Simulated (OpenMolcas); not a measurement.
Au2+ among 4 point charges of -2 e arranged as a tetrahedron (Td).

- Program: OpenMolcas
- Method: SS-CASPT2, IPEA 0.25 Eh, imaginary shift 0.1 Eh (closed shells correlated: 4f 5s 5p)
- Basis: ANO-RCC-VTZP [8s7p5d3f1g]
- Scalar Hamiltonian: DKH2, point nucleus
- Active space: 9 electrons in 5 orbitals (5d)
- State averaging: 2S+1 = 2 even, 5 roots
- Spin-orbit coupling: RASSI with atomic mean-field integrals over the reference wave functions

All point charges move together. At R = 1.93 Å |10Dq| is 3364 cm-1, and at R = 2.19 Å it is 2412 cm-1.

Question: A third run gives 3046 cm-1. What distance was it run at?

Answer: With a power law R^-n the two known points give n = -ln(2412 / 3364) / ln(2.19 / 1.93) = 2.63. Then R = 1.93 × (3364 / 3046)^(1/2.63) = 2.004 Å. The run was at 2.02 Å, so the estimate is off by -0.016 Å.

Roots that are degenerate in the reference are averaged as groups; the widest CASPT2 spread within a group is 55 cm-1 (the 2-fold group of multiplicity 2 near 3050 cm-1 above the lowest state of its run, R = 2.02). Shifts and gaps below about the spread of the groups concerned are not significant. An orbital triplet at a regular site is open to Jahn-Teller coupling, which can distort the site and quench the lowest spin-orbit gaps and is left out. The ground term spreads over less than 5000 cm-1, several times less than with real ligands, so orbital moments are less quenched and χT lies further from the spin-only value than at real sites. Free-ion shares, where given, are those of the reference states; single-state CASPT2 does not remix them. Point charges carry no covalency, so the field is a model and not that of real ligands. No measured value stands beside these numbers.
